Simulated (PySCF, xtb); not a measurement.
iminoborane (BH₂N), SMILES B=N.

GFN2-xTB run with xtb 6.7.1 at its own geometry gives an orbital gap of 7.22 eV and a dipole moment of 0.04 D.

The structure is a stationary point at PBE0-D3(BJ)/def2-TZVPD.

Q: What does PySCF with r2SCAN/def2-TZVPD give? (Estimate from the structure and the level; the computed values follow.)

A: gap 7.63 eV (levels -7.49 and 0.14 eV), dipole 0.00 D.
